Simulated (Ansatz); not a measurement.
The same path of H2S + H7N3Si (14 atoms, charge 0, multiplicity 1) was run twice with different band settings. Lost on the way: Si1–H2, S12–H14. Made: Si1–S12, H2–H14.

Level of theory: Ansatz 0.2.0, RKS PBE/6-31G*.

Relaxed end points:

```xyz
14
Properties=species:S:1:pos:R:3
Si -0.180 0.382 -0.032
H -0.460 0.687 1.414
N 1.539 0.473 -0.225
H 2.107 -0.060 0.438
H 1.910 0.353 -1.170
N -0.796 1.427 -1.280
H -1.803 1.452 -1.443
H -0.399 2.365 -1.353
N -0.933 -1.209 -0.223
H -1.724 -1.422 0.390
H -1.136 -1.531 -1.173
S 1.618 -3.195 0.745
H 0.517 -2.438 0.346
H 1.067 -3.488 1.953
```

```xyz
14
Properties=species:S:1:pos:R:3
Si -0.210 -0.773 -0.375
H 2.076 1.058 2.007
N 1.472 -0.387 -0.137
H 2.148 -1.148 -0.071
H 1.857 0.399 -0.663
N -0.993 0.765 -0.202
H -2.007 0.787 -0.324
H -0.718 1.331 0.603
N -0.921 -1.408 -1.837
H -0.665 -2.356 -2.118
H -0.932 -0.786 -2.648
S -0.448 -2.382 1.071
H -1.607 -2.842 0.529
H 2.279 1.540 2.550
```

Common settings: movable images 9; climbing image yes; spring 5.0 eV/Å²; optimiser quadratic models (default); start path through a guess of the saddle point; iteration limit 60; end points relaxed.

| run | force threshold |
| --- | --- |
| 1 | 0.05 eV/Å |
| 2 | 0.2 eV/Å |

Question: What does each run give, and how far can it be trusted?

Answer: Run 1: converged after 35 iterations, highest image 1.610 eV above the first end. Beside the main top the profile has a ripple of under 15 meV (maxima at images 4, 8), which may be a very shallow well or noise. Neighbouring images differ by up to 1.4 eV, so the band resolves the path poorly. A vibrational analysis at the climbing image gives one clearly imaginary mode, 771i cm⁻¹: a first-order saddle point.
Run 2: converged after 28 iterations, highest image 1.629 eV above the first end. The threshold of 0.2 eV/Å is loose, so the images may lie well off the minimum-energy path. Beside the main top the profile has a ripple of under 15 meV (maxima at images 4, 8), which may be a very shallow well or noise. Neighbouring images differ by up to 1.4 eV, so the band resolves the path poorly. The order of the stationary point at the top wasn't checked.
The orbitals stay closed-shell, which can raise the energy where a bond breaks towards radicals; this wasn't checked here.
